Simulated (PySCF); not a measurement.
Lowest empty level (eV) of eight silicon and germanium compounds: PBE beside HF, computed with PySCF for isolated molecules in the bases named; differences from unrounded values. The eight are the first of their class met in an unordered collection, after screening for sound electronic states; none was chosen by its value. Each molecule has one DFT geometry for both levels.

| molecule | basis | HF |
|---|---|---|
| CH6BClO2Si, SMILES OB(O)C[SiH2]Cl | def2-TZVP | 2.64 |
| C2H6BNO2Si, SMILES N[SiH2]C#CB(O)O | def2-TZVP | 2.48 |
| FH₈NSi₃, SMILES N[SiH2][SiH2][SiH2]F | def2-TZVP | 2.33 |
| Si(F)(NMe2) (C2H6FNSi), SMILES CN(C)[Si]F (connectivity only; charge and spin as stated), neutral, multiplicity 1 | def2-TZVP | 1.71 |
| CH7ClO2Si2, SMILES [Si@@H](O)(C)[Si@H](O)Cl | def2-TZVP | 2.56 |
| Ge(F)(Br)2(NH2) (Br2FGeH2N), SMILES [NH2][Ge]([F])([Br])[Br] | def2-TZVP | 1.87 |
| C3H9NOSi, SMILES CN1C[SiH](O)C1 | def2-TZVP | 3.61 |
| C2H8F2Si2, SMILES [SiH2](C(C)[SiH2]F)F | def2-TZVP | 2.91 |

### Question
Estimate the PBE values and say how PBE differs from HF over the set. (Estimate from the structure and the level; the computed values follow.)

### Answer

| molecule | PBE | difference |
|---|---|---|
| CH6BClO2Si, SMILES OB(O)C[SiH2]Cl | -1.07 | -3.71 |
| C2H6BNO2Si, SMILES N[SiH2]C#CB(O)O | -1.85 | -4.33 |
| FH₈NSi₃, SMILES N[SiH2][SiH2][SiH2]F | -1.58 | -3.91 |
| Si(F)(NMe2) (C2H6FNSi), SMILES CN(C)[Si]F (connectivity only; charge and spin as stated), neutral, multiplicity 1 | -2.03 | -3.75 |
| CH7ClO2Si2, SMILES [Si@@H](O)(C)[Si@H](O)Cl | -1.42 | -3.98 |
| Ge(F)(Br)2(NH2) (Br2FGeH2N), SMILES [NH2][Ge]([F])([Br])[Br] | -2.83 | -4.70 |
| C3H9NOSi, SMILES CN1C[SiH](O)C1 | -0.19 | -3.79 |
| C2H8F2Si2, SMILES [SiH2](C(C)[SiH2]F)F | -1.11 | -4.02 |
PBE lies below HF in 8 and above it in 0 of the eight; the mean signed difference is -4.02 and the largest -4.70 eV.
